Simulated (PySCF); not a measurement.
Run record for `C=C(B(N)N)C`: PBE0/cc-pVDZ, level shift 0.3 Eh, start guess huckel, full TDDFT, 1 singlet.

Method: TDDFT PBE0/cc-pVDZ, vertical, gas phase, core orbitals frozen in the response (PySCF 2.14.0, density-fitted response routines). Geometry: GFN2-xTB. The input is one job of a driver script: a line of settings, then coordinates in Å.

Command:
```bash
OMP_NUM_THREADS=1 python probes_run.py task.json out
```

Input:
```
{"job": {"kind": "uv", "xc": "PBE0", "basis": "cc-pVDZ", "nstates": 1, "ntriplets": 0, "tda": false, "scf": {"level_shift": 0.3, "guess": "huckel"}}, "charge": 0, "multiplicity": 1}
C     -1.110745     1.498859     0.272259
C     -0.641458     0.287498    -0.006272
C     -1.600713    -0.798280    -0.415322
B      0.895576    -0.077174     0.085307
N      1.871815     0.919574    -0.078034
N      1.299348    -1.403666     0.315205
H     -2.161796     1.743534     0.208147
H     -0.467390     2.302591     0.591366
H     -2.608296    -0.408778    -0.551230
H     -1.635256    -1.573858     0.350002
H     -1.272713    -1.262032    -1.344416
H      1.648408     1.878269    -0.267460
H      2.859541     0.743656    -0.028547
H      2.261683    -1.681207     0.391654
H      0.657583    -2.160997     0.455429
```

Output:
```
final grid: 115168 points
cycle   1  E = -253.5493275707  dE = -2.128e+00  |g| = 1.080e+00  |ddm| = 6.789e+00
cycle   2  E = -253.7925703059  dE = -2.432e-01  |g| = 5.251e-01  |ddm| = 3.385e+00
cycle   3  E = -253.8615635132  dE = -6.899e-02  |g| = 9.688e-02  |ddm| = 8.063e-01
cycle   4  E = -253.8649885068  dE = -3.425e-03  |g| = 4.482e-02  |ddm| = 2.139e-01
cycle   5  E = -253.8656369449  dE = -6.484e-04  |g| = 1.070e-02  |ddm| = 8.256e-02
cycle   6  E = -253.8657010377  dE = -6.409e-05  |g| = 4.435e-03  |ddm| = 3.178e-02
cycle   7  E = -253.8657142123  dE = -1.317e-05  |g| = 1.701e-03  |ddm| = 1.050e-02
cycle   8  E = -253.8657165241  dE = -2.312e-06  |g| = 8.637e-04  |ddm| = 4.487e-03
cycle   9  E = -253.8657170735  dE = -5.494e-07  |g| = 3.364e-04  |ddm| = 2.075e-03
cycle  10  E = -253.8657171811  dE = -1.076e-07  |g| = 1.665e-04  |ddm| = 8.715e-04
cycle  11  E = -253.8657172051  dE = -2.405e-08  |g| = 7.944e-05  |ddm| = 3.746e-04
cycle  12  E = -253.8657172104  dE = -5.222e-09  |g| = 4.044e-05  |ddm| = 1.751e-04
cycle  13  E = -253.8657172116  dE = -1.240e-09  |g| = 1.961e-05  |ddm| = 7.802e-05
cycle  14  E = -253.8657172119  dE = -2.817e-10  |g| = 9.209e-06  |ddm| = 3.690e-05
level shift removed, Fock matrix diagonalised once more
converged SCF energy = -253.8657172119

Static polarisability (au): isotropic 57.900, principal 37.279 63.260 73.162

Singlet excitations
state   eV       nm        f      main configurations
  1   6.0184    206.0   0.02532   H->L 0.97
```

H and L stand for HOMO and LUMO; the number after each pair is its weight.

Question: How does the lowest singlet excitation compare with the HOMO–LUMO gap?

Answer: HOMO -6.48 eV and LUMO 0.53 eV give a gap of 7.01 eV; S1 at 6.02 eV lies 0.99 eV below it.

Question: Give the mean polarisability as a volume in Å³, and the ratio of the largest to the smallest principal value.

Answer: 57.900 au × 0.148185 = 8.58 Å³; 73.162/37.279 = 1.96.

In short: SCF converged in 14 cycles with 129 basis and 670 fitting functions; HOMO -6.48 eV, LUMO 0.53 eV; lowest singlet 6.02 eV; mean polarisability 57.9 au.

Question: Estimate the wall time. Hardware: x86-64 server, one thread (shared host).

Answer: About 25 s.

The values belong to the conformer `[CH2:1]=[C:2]([CH3:3])[B:4]([NH2:5])[NH2:6]`: C1–C2–B4–N5 -26°, H–N5–B4–C2 -1°, H–N5–B4–C2 180°, H–N6–B4–C2 -179°, H–N6–B4–C2 -2°.
